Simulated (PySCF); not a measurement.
# One molecule, several mistakes: BGeH6NSi

These are calculations, not measurements. The program is PySCF 2.14.0, an open-source quantum chemistry code, run on an isolated molecule that a program drew, which may never have been made. The molecule is BGeH6NSi (charge 0, singlet), drawn as the SMILES string `B[N]([SiH3])[GeH]`.

Each row is a Hartree-Fock (HF) and frozen-core CCSD(T) single point in the cc-pV(D+d)Z basis, meant for a local HF minimum. Run 1 is clean. Each other run has one planted mistake out of seven kinds, and not every kind appears here: one electron removed, one electron added, multiplicity raised by two, geometry at a saddle point, minimal basis STO-3G, one bond length entered in bohr, all coordinates scaled. The reference is restricted for singlets and unrestricted otherwise, and also for a bond in bohr. Adding or removing an electron swaps singlet and doublet. Electrons count all cores. HOMO and LUMO are orbital energies over both spins, the gradient is its largest component, and the lowest frequency (negative if imaginary) is given only where the gradient is small. Bond lengths are over the 9 bonds as drawn. T1 is the CCSD diagnostic: over 0.02 (restricted) or 0.045 (unrestricted) a single reference is doubtful. Germanium has the cc-pVDZ-PP basis, with a core potential (ECP10MDF) in place of its 10 inner electrons, and its 3s, 3p and 3d shells are frozen in CCSD(T).

Geometry of the clean run:
```xyz
10
BGeH6NSi, angstrom
B    -1.3562    0.4195    0.9459
N    -0.4535    0.7363   -0.1079
Si   -0.6291    0.0624   -1.7270
Ge    0.9484    1.9184    0.3251
H    -2.2813   -0.3278    0.7665
H    -1.1935    0.9060    2.0355
H    -0.7913    1.1505   -2.7163
H    -1.8149   -0.8186   -1.7742
H     0.5737   -0.7207   -2.0865
H     1.5915    1.8992   -1.1351
```

| run | electrons | basis functions | <S^2> | HOMO (eV) | LUMO (eV) | gradient (hartree/bohr) | lowest frequency (cm^-1) | mean bond (Å) | longest bond (Å) | T1 | HF (hartree) | CCSD(T) (hartree) | mistake |
|---|---|---|---|---|---|---|---|---|---|---|---|---|---|
| 1 | 64 | 104 | 0.000 | -9.41 | 0.56 | 4.2e-05 | 115 | 1.5011 | 1.884 | 0.0145 | -664.97811 | -665.48542 | no fault |
| 2 | 63 | 104 | 0.776 | -16.43 | -7.43 | 4.1e-02 | - | 1.5011 | 1.884 | 0.0217 | -664.66941 | -665.15211 | one electron removed |
| 3 | 64 | 104 | 0.983 | -7.73 | 0.01 | 5.0e-02 | - | 1.6873 | 3.561 | 0.0384 | -664.87352 | -665.35161 | one bond length entered in bohr |
| 4 | 64 | 104 | 2.009 | -7.63 | -0.70 | 3.7e-02 | - | 1.5011 | 1.884 | 0.0179 | -664.91845 | -665.40838 | ? |

**Which mistake was planted in run 4, and what did it cost?**

Electrons, basis and geometry are unchanged, and <S^2> is 2.009, beside S(S+1) = 2.00 for a multiplicity of 3. So the mistake is: multiplicity raised by two. Subtracting run 1 and multiplying by 627.51 kcal/mol a hartree, the energy moved by 37.4 kcal/mol in HF and 48.3 kcal/mol in CCSD(T).

